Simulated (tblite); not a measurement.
Species: C₄H₁₁F₃OSi₂.
Geometry (GFN2-xTB, Å), atoms numbered from 1 in this order:
```xyz
21
C4H11F3OSi2 angstrom
F     -4.1747   -0.1387   -1.1304
C     -3.9215   -0.2708    0.1807
F     -4.8079   -1.1619    0.6492
F     -4.2326    0.9059    0.7455
C     -2.4946   -0.6877    0.4581
C     -1.4997    0.3426   -0.0847
O     -0.2099   -0.0886    0.1952
Si     1.1849    0.6674   -0.1829
C      2.4940   -0.5011    0.5059
Si     4.2628    0.1115    0.2193
H     -2.3198   -1.6563   -0.0130
H     -2.3694   -0.7922    1.5370
H     -1.6817    1.3185    0.3820
H     -1.6345    0.4547   -1.1675
H      1.2188    1.9945    0.4417
H      1.2821    0.8416   -1.6365
H      2.3786   -1.4852    0.0530
H      2.3322   -0.6399    1.5743
H      5.2100   -0.8558    0.7834
H      4.4554    1.4081    0.8698
H      4.5185    0.2504   -1.2148
```

Method: GFN2-xTB as coded in tblite; computed harmonic values from a numerical Hessian at the method's own geometry, unscaled. Errors from tens to a few hundred cm⁻¹ against measured bands are possible. Modes of hydrogen on silicon can be 10 to 20 % off. One conformer, not necessarily the lowest.

Q: How many normal modes are there?

A: 21 atoms, non-linear: 3N − 6 = 57.

Q: What is the point group of the computed structure, and how do the modes divide by symmetry?

A: Cs. The vibrations span 33 a′ + 24 a″.

Q: How many distinct wavenumbers does the calculation give?

A: 57: Cs has no degenerate species.

Q: How many fundamentals are allowed in the infrared by symmetry?

A: 57 of 57: in Cs every mode is allowed. All fundamentals are allowed in the Raman spectrum.
